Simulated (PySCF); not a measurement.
## Cost of excited-state runs on `CN(C)CC(F)(F)F`, C4H8F3N

Geometry:
```csv
atom,x (Å),y (Å),z (Å)
C1,-1.400,-0.905,0.036
N2,-0.655,0.256,0.480
C3,-0.828,1.390,-0.405
C4,0.699,-0.006,0.873
C5,1.697,-0.462,-0.208
F6,1.358,-1.617,-0.800
F7,2.910,-0.661,0.340
F8,1.871,0.434,-1.190
H9,-1.252,-1.722,0.739
H10,-2.458,-0.644,0.026
H11,-1.119,-1.246,-0.969
H12,-1.886,1.650,-0.417
H13,-0.267,2.239,-0.021
H14,-0.510,1.192,-1.437
H15,0.705,-0.793,1.635
H16,1.128,0.903,1.308
```

PySCF with density fitting, on 1 thread of an Arm Neoverse N1, shared host. Command: `OMP_NUM_THREADS=1 python excited_run.py task.json out`

Problem. How long does this run take, and how much memory?
- magnetisability and related constants, PBE0/pcSseg-1; isotopologues

Solution. 
| run | level | basis functions | wall time | peak memory (GiB) |
| --- | --- | --- | --- | --- |
| magnetisability and related constants | PBE0/pcSseg-1 | 176 | 49 s | 0.77 |

Times from a shared host are rough.
